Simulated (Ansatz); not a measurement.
`N[SiH]1CS1` → `CS[Si]N`  (isomerisation)

Calculated with Ansatz (gas phase, PBE0-D4/def2-TZVP geometries, no zero-point term in ΔE). CCSD(T)/CBS adds triple-zeta CCSD(T) − MP2 to the extrapolated MP2 energy (def2 sets, frozen cores). Functionals use def2-TZVPP. One conformer a species, not always the lowest.

`N[SiH]1CS1`:

Z-matrix (Å, degrees):
```
Si
C 1 1.828
S 1 2.089 2 57.0
N 1 1.699 2 121.7 3 112.3
H 1 1.476 2 120.3 3 -106.4
H 2 1.087 1 120.1 3 -104.3
H 2 1.086 1 121.4 3 104.2
H 4 1.007 1 119.8 2 168.7
H 4 1.007 1 121.6 2 -42.0
```

`CS[Si]N`:

Cartesian coordinates in Å:
```
C -1.312 -1.108 -0.973
S -0.393 0.434 -0.714
Si 0.773 -0.109 0.998
N 1.615 1.366 1.196
H -2.380 -0.904 -0.908
H -1.040 -1.847 -0.217
H -1.079 -1.503 -1.961
H 1.535 2.200 0.635
H 2.281 1.472 1.944
```

Problem. Is it downhill or uphill in electronic energy at CCSD(T)/CBS, and by how much? (Best estimate.)

Solution. Ansatz gave: Uphill: ΔE = +8.0 kJ/mol.

Problem. What do these levels give: revPBE-D4, r2SCAN-D4, PBE0, CCSD(T)/def2-SVP, HF/def2-QZVPP, HF/CBS(def2)? (Estimate.)

Solution. Ansatz gave: revPBE-D4 -2.8, r2SCAN-D4 15.6, PBE0 8.9, CCSD(T)/def2-SVP -13.8, HF/def2-QZVPP 5.8, HF/CBS(def2) 5.9 kJ/mol.

Largest T1 diagnostic among the species: 0.013.

From r2SCAN to r2SCAN0 (25 % exact exchange), in def2-TZVPP and without D4, ΔE moves by +3.0 kJ/mol. At CCSD(T), def2-SVP lies −21.9 kJ/mol from the extrapolated value and def2-TZVPP −2.9 kJ/mol.
